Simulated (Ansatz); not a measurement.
Ag₄O⁻, relaxed as a doublet with UKS PBE-D4/def2-SVPD in Ansatz, starting from the GFN1-xTB geometry. Force threshold 0.02 eV/Å.

In the def2 sets Ag takes a core potential; there is no spin–orbit coupling. The structure comes from a short search, and lower isomers may exist.

Start:

| atom | x (Å) | y (Å) | z (Å) |
| --- | --- | --- | --- |
| O1 | -2.063 | -0.698 | 0.914 |
| Ag2 | -1.031 | -0.734 | -0.921 |
| Ag3 | 1.340 | 0.057 | -1.943 |
| Ag4 | 2.061 | 1.072 | 0.449 |
| Ag5 | -0.306 | 0.304 | 1.500 |

```json
{"step": "1", "energy (eV)": "-18043.0797", "largest force component (eV/Å)": "0.313", "SCF passes": "23"}
{"step": "2", "energy (eV)": "-18043.0890", "largest force component (eV/Å)": "0.151", "SCF passes": "30"}
{"step": "3", "energy (eV)": "-18043.0906", "largest force component (eV/Å)": "0.038", "SCF passes": "27"}
{"step": "4", "energy (eV)": "-18043.0992", "largest force component (eV/Å)": "0.117", "SCF passes": "35"}
{"step": "5", "energy (eV)": "-18043.2121", "largest force component (eV/Å)": "0.449", "SCF passes": "37"}
{"step": "6", "energy (eV)": "-18043.3916", "largest force component (eV/Å)": "0.370", "SCF passes": "33"}
{"step": "7", "energy (eV)": "-18043.4195", "largest force component (eV/Å)": "0.593", "SCF passes": "34"}
{"step": "8", "energy (eV)": "-18043.4513", "largest force component (eV/Å)": "0.045", "SCF passes": "27"}
{"step": "9 (rejected)", "energy (eV)": "-18043.4498", "largest force component (eV/Å)": "0.036", "SCF passes": "26"}
{"step": "10", "energy (eV)": "-18043.4517", "largest force component (eV/Å)": "0.006", "SCF passes": "28"}
```

Force components are those of the run's own axes.

End:

Cartesian coordinates in Å:
```
O -1.9266 -0.6386 0.8628
Ag -1.4423 -0.9893 -1.1316
Ag 1.0492 0.0622 -1.4476
Ag 2.3935 1.2946 0.6609
Ag -0.0737 0.2711 1.0556
```

Bonds formed: Ag3–Ag5 (atoms count from 1). The end is the same structure that another start reached, the lowest one found.

No frequencies were taken in this run, so the end may be a saddle point.

It took 39 s on 4 threads of Arm Neoverse V2 on a shared host.
